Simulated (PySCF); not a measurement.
From a computed spectrum to the compound

A species of 9 atoms with charge -1 has these harmonic modes (PBE0, small Gaussian bases with core potentials, PySCF 2.14.0):

```json
{"cm⁻¹": "106", "km/mol": "20.5", "symmetry": ""}
{"cm⁻¹": "107", "km/mol": "21.2", "symmetry": ""}
{"cm⁻¹": "107", "km/mol": "21.3", "symmetry": ""}
{"cm⁻¹": "116", "km/mol": "0.0", "symmetry": ""}
{"cm⁻¹": "118", "km/mol": "0.0", "symmetry": ""}
{"cm⁻¹": "154", "km/mol": "0.0", "symmetry": ""}
{"cm⁻¹": "156", "km/mol": "0.2", "symmetry": ""}
{"cm⁻¹": "156", "km/mol": "0.2", "symmetry": ""}
{"cm⁻¹": "212", "km/mol": "0.0", "symmetry": ""}
{"cm⁻¹": "215", "km/mol": "19.7", "symmetry": ""}
{"cm⁻¹": "236", "km/mol": "346.4", "symmetry": ""}
{"cm⁻¹": "239", "km/mol": "348.3", "symmetry": ""}
{"cm⁻¹": "239", "km/mol": "348.2", "symmetry": ""}
{"cm⁻¹": "500", "km/mol": "186.8", "symmetry": ""}
{"cm⁻¹": "500", "km/mol": "194.2", "symmetry": ""}
{"cm⁻¹": "500", "km/mol": "194.2", "symmetry": ""}
{"cm⁻¹": "541", "km/mol": "0.0", "symmetry": ""}
{"cm⁻¹": "4017", "km/mol": "19.1", "symmetry": ""}
{"cm⁻¹": "4017", "km/mol": "19.1", "symmetry": ""}
{"cm⁻¹": "4017", "km/mol": "18.0", "symmetry": ""}
{"cm⁻¹": "4017", "km/mol": "0.0", "symmetry": ""}
```

Q: Which species is it, and in which structure?

A: [Sm(OH)4]− (singlet in the valence; each metal's 4f electrons, 5 of them, lie in its core potential, out of spins and levels):
```xyz
9

Sm    0.0000    0.0000    0.0000
O     1.3768    1.1073    1.2465
H     1.9534    1.6434    1.7858
O    -1.3768   -1.1073    1.2465
H    -1.9534   -1.6434    1.7858
O     1.1073   -1.3768   -1.2465
H     1.6434   -1.9534   -1.7858
O    -1.1073    1.3768   -1.2465
H    -1.6434    1.9534   -1.7858
```
Ideal gas at 298.15 K and 1 bar: S = 452.5 J/(mol K), Cp = 155.8 J/(mol K), H − H(0 K) = 33.4 kJ/mol (rigid rotor, harmonic modes, spin degeneracy alone, that of the 4f electrons in the core included). An lcecp potential fixes the number of 4f electrons, so in runs with it no electron can move into or out of that shell.
 Other answers can fit too; this one was computed.
